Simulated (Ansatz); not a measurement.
Consider the ligand exchange at a P–C bond: `CC(C)(C)P` + H₂Te → `P[TeH]` + `CC(C)C`.

Gas-phase electronic energies from Ansatz, PBE0-D4/def2-TZVP geometries. CBS: MP2 limit from def2 TZ/QZ plus the TZ coupled-cluster correction, frozen cores. Functionals use def2-TZVPP. B3LYP here is the variant with VWN-RPA as its local correlation; programs differ in this. def2 core potentials past Kr. For Te outer-core shells are correlated without core-valence functions, which leaves a few kJ/mol of doubt a bond. Each species was taken in one conformer, which may not be the lowest.

`CC(C)(C)P`:

```xyz
16

C     1.231    0.219   -0.656
C    -0.108    0.014    0.038
C     0.097   -0.097    1.547
C    -0.782   -1.252   -0.486
P    -1.296    1.431   -0.253
H     1.730    1.123   -0.300
H     1.895   -0.631   -0.460
H     1.109    0.306   -1.738
H    -0.851   -0.243    2.072
H     0.574    0.798    1.954
H     0.742   -0.951    1.776
H    -0.947   -1.199   -1.566
H    -1.747   -1.422   -0.004
H    -0.148   -2.122   -0.289
H    -0.388    2.490    0.024
H    -1.113    1.537   -1.659
```

H₂Te:

Z-matrix (Å, degrees):
```
Te
H 1 1.656
H 1 1.656 2 90.4
```

`P[TeH]`:

```xyz
5

P     0.057    0.321   -0.879
Te   -0.230   -0.562    1.408
H     1.285   -0.341   -1.142
H     0.702    1.526   -0.496
H    -1.814   -0.944    1.108
```

`CC(C)C`:

Z-matrix (Å, degrees):
```
C
C 1 1.522
H 1 1.093 2 111.4
H 1 1.093 2 111.4 3 120.6
H 1 1.095 2 110.6 3 -119.7
C 2 1.522 1 111.0 3 -178.3
C 2 1.522 1 111.0 3 57.8
H 2 1.098 1 107.9 3 -60.2
H 6 1.093 2 111.4 1 178.4
H 6 1.095 2 110.6 1 -61.9
H 6 1.093 2 111.4 1 57.8
H 7 1.093 2 111.4 1 -178.3
H 7 1.095 2 110.6 1 62.0
H 7 1.093 2 111.4 1 -57.7
```

| level | ΔE (kJ/mol) |
| --- | --- |
| PBE0-D4 | -66.2 |
| B3LYP-D4 | -66.2 |
| BHLYP-D4 | -67.0 |
| ωB97X-V | -58.5 |
| B3LYP | -76.5 |
| CCSD/def2-TZVPP | -56.6 |
| CCSD(T)/def2-TZVPP | -54.4 |
| MP2/CBS(def2) | -62.4 |

Problem. What does CCSD(T)/CBS give? (Estimate.)

Solution. The calculation gave: -61.7 kJ/mol. The listed levels differ from it by -4.5, -4.5, -5.3, 3.2, -14.8, 5.1, 7.3, -0.7 kJ/mol.

Largest T1 diagnostic among the species: 0.011.

From BLYP to BHLYP (50 % exact exchange), in def2-TZVPP and without D4, ΔE moves by +6.8 kJ/mol. In def2-TZVPP, CCSD(T) changes the Hartree–Fock value by +19.8 kJ/mol (the triples alone add +2.3 kJ/mol) and MP2 by +19.0 kJ/mol.

CCSD(T)/CBS has its own doubt, a few kJ/mol and more with outer-core shells, so smaller differences from it don't rank the levels.
